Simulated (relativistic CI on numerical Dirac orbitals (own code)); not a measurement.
## Si⁴⁺: calculation against measurement

Calculated at this level of theory: Dirac-Coulomb-Breit CI, orbitals from a KLI potential per configuration, model QED (radiative potential, 1s self-energy scaled to tabulated hydrogen-like ionisation energies), valence Slater integrals scaled by 0.85, configuration energies shifted to the measured levels that pair with them (semi-empirical) (own radial code, finite nucleus).

Configurations in the expansion (outside the closed core 1s2): 2s²2p⁶, 2s²2p⁵3s, 2s²2p⁵3p, 2s²2p⁵3d, 2s²2p⁵4s, 2s²2p⁵4p, 2s²2p⁵4d, 2s²2p⁵4f, 2s2p⁶3s, 2s²2p⁴3s², 2s2p⁶3p, 2s²2p⁴3s3p, 2s2p⁶3d, 2s²2p⁴3p², 2s²2p⁴3s3d, 2s²2p⁴3p3d, 2s2p⁶4s, 2s2p⁶4p, 2s2p⁶4d, 2s2p⁶4f. Levels of other configurations are missing.

```csv
Configuration,Term (tabulated),J,Measured (cm⁻¹),Computed,Error,Purity (%)
2s²2p⁶,1S,0,0.0,0,0,100
2s²2p⁵3s,3P°,2,838017.4,838080,62,100
2s²2p⁵3s,3P°,1,840590.0,840565,-25,88
2s²2p⁵3s,3P°,0,843070.6,843096,25,100
2s²2p⁵3s,1P°,1,848511.2,847930,-581,88
2s²2p⁵3p,3S,1,906252.3,908284,2032,98
2s²2p⁵3p,3D,3,917928.5,917988,59,100
2s²2p⁵3p,3D,2,918959.4,918900,-59,83
2s²2p⁵3p,3D,1,920863.9,920786,-78,81
2s²2p⁵3p,3P,1,928405.4,927570,-836,66
2s²2p⁵3p,1S,0,962950.0,964820,1870,96
2s²2p⁵3d,3P°,0,1017629.0,1017924,295,100
2s²2p⁵3d,3P°,1,1018235.5,1018514,279,98
2s²2p⁵3d,3P°,2,1019537.4,1019767,230,93
2s²2p⁵3d,3F°,4,1021384.0,1021384,0,100
2s²2p⁵3d,3F°,3,1022351.0,1022358,7,77
2s²2p⁵3d,3F°,2,1024240.0,1024115,-125,75
2s²2p⁵3d,1F°,3,1025526.0,1025332,-194,55
2s²2p⁵3d,3D°,1,1029407.0,1028822,-585,92
2s²2p⁵3d,3D°,3,1029875.0,1029402,-473,62
2s²2p⁵3d,3D°,2,1030414.0,1029833,-581,60
2s²2p⁵3d,1P°,1,1036915.0,1037560,645,92
2s²2p⁵4d,2[1/2]°,0,1163210.0,1163226,16,100
2s²2p⁵4d,2[3/2]°,2,1164459.0,1164471,12,79
2s²2p⁵4d,2[7/2]°,4,1164645.0,1164598,-47,100
2s²2p⁵4d,2[5/2]°,2,1166166.0,1166181,15,44
2s²2p⁵4d,2[5/2]°,2,1170425.0,1170404,-21,56
2s²2p⁵4d,2[3/2]°,2,1170743.0,1170731,-12,48
2s²2p⁵4f,2[3/2],1,1172483.0,1172483,0,100
```

Measured levels from NIST levels in Kelleher and Podobedova, J. Phys. Chem. Ref. Data 37, 1285 (2008); Martin and Zalubas, J. Phys. Chem. Ref. Data 12, 323 (1983); pairs were made by configuration, J and term (by order where the table uses no LS term), so strongly mixed levels may be paired wrongly.

Mean error by configuration (cm⁻¹): 2s²2p⁵3s -130; 2s²2p⁵3p 498; 2s²2p⁵3d -46; 2s²2p⁵4d -6; 2s²2p⁵4f 0. Over the excited levels the mean absolute error is 327 cm⁻¹ (28 of the 41 excited levels that our extract of the source holds in range could be paired, and the others can miss by more), and the median relative error of those above 1,000 cm⁻¹ is 0.008 %, both after the shifts were fitted to these levels, so that a configuration with one level shows no error.

Configurations whose levels could be paired with our table of measured levels were shifted onto them, all but the ground configuration, by the median error of their levels; single terms can still be off by 1,000 to 2,000 cm⁻¹ or more, and rates follow the energies as ν³ (E1, M1) or ν⁵ (E2). The others borrow a shift and can be off by several thousand cm⁻¹ or more. 28 of the 41 excited levels that our extract of the measured tables holds in this range could be paired (the sources list more); they are missed by 327 cm⁻¹ on average and 2032 at most, after the shifts were fitted to these levels, and levels without a partner can miss by more.

Shifts applied (cm⁻¹): 2s²2p⁶ 0; 2s²2p⁵3s 946; 2s²2p⁵3p 409; 2s²2p⁵3d 775; 2s²2p⁵4d 2141; 2s²2p⁵4f 369.
